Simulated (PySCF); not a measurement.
CH11Ge2NSi.
SMILES: `[SiH3][CH2][GeH2][NH][GeH3]`

The calculation used TDDFT CAM-B3LYP/def2-SVPD, vertical, gas phase, core orbitals frozen in the response in PySCF 2.14.0, density-fitted response routines. One conformer (not necessarily the lowest) at the PBE0-D3(BJ)/def2-SVP geometry, without solvent, vibrations or thermal averaging. The CAM-B3LYP/def2-SVPD calculation is non-relativistic and has no spin–orbit coupling, an omission that weighs most on germanium. Torsions of this conformer, `[SiH3:1][CH2:2][GeH2:3][NH:4][GeH3:5]`: Si1–C2–Ge3–N4 -33°, C2–Ge3–N4–Ge5 -70°.

Problem. List the vertical singlet excitations with oscillator strengths and describe the spectrum.

Solution. 

```
state  E (eV)  E (hartree)       f  |μ| (D)   main configurations (H = HOMO, L = LUMO)
   S1    5.83       0.2141  0.0069     0.56                     H→L (80%), H→L+1 (15%)
   S2    6.62       0.2433   0.027     1.04                     H→L+1 (73%), H→L (15%)
   S3    6.94       0.2550   0.035     1.16                   H→L+3 (68%), H→L+2 (12%)
   S4    7.10       0.2607   0.049     1.35      H→L+2 (65%), H→L+5 (17%), H→L+3 (10%)
   S5    7.37       0.2709  0.0033     0.34                    H→L+5 (68%), H→L+2 (9%)
   S6    7.56       0.2777   0.011     0.62      H→L+4 (29%), H→L+6 (20%), H→L+7 (12%)
   S7    7.66       0.2815   0.034     1.09                    H→L+8 (48%), H→L+6 (9%)
   S8    7.78       0.2858  0.0037     0.36      H→L+7 (19%), H-1→L (18%), H→L+6 (16%)
   S9    7.91       0.2907   0.040     1.15      H-1→L (18%), H→L+4 (18%), H→L+6 (16%)
  S10    8.08       0.2968   0.022     0.85  H-1→L+2 (28%), H-1→L+1 (24%), H-1→L (17%)
```

Triplets, Tamm–Dancoff:

| state | E (eV) | λ (nm) | main configurations (H = HOMO, L = LUMO) |
| --- | --- | --- | --- |
| T1 | 5.42 | 228.7 | H→L (62%), H→L+1 (27%) |
| T2 | 6.37 | 194.5 | H→L+1 (50%), H→L (30%) |
| T3 | 6.73 | 184.1 | H→L+3 (50%), H→L+2 (20%) |
| T4 | 6.84 | 181.2 | H→L+2 (46%), H→L+3 (20%), H→L+5 (18%) |

The lowest singlet comes at 213 nm (562 kJ/mol) in the ultraviolet; it is weak; its leading configuration is HOMO→LUMO (80%). The strongest level in the table is S4 at 7.10 eV (175 nm, f = 0.049). Löwdin shares by element: HOMO nitrogen 56%, germanium 18%, carbon 6% (atoms not listed hold the other 21%); LUMO germanium 45%, hydrogen 10% or more, silicon 7% (atoms not listed hold the other 38%). Weighted by f, the mean energy of these states is 7.33 eV. The oscillator strengths of these states sum to 0.233; summed over the whole spectrum of an exact calculation they would give the number of electrons, 102 (Thomas–Reiche–Kuhn). Of the 10 states listed, 7 reach f = 0.01 and none stays under 0.0005. The vertical ionisation energy (ΔSCF) is 8.90 eV, 0.83 eV above S10. Singlets were solved by full linear response, triplets in the Tamm–Dancoff approximation.

On an Arm Neoverse V2 with one thread, no GPU, on a shared host, this took 2.3 min.
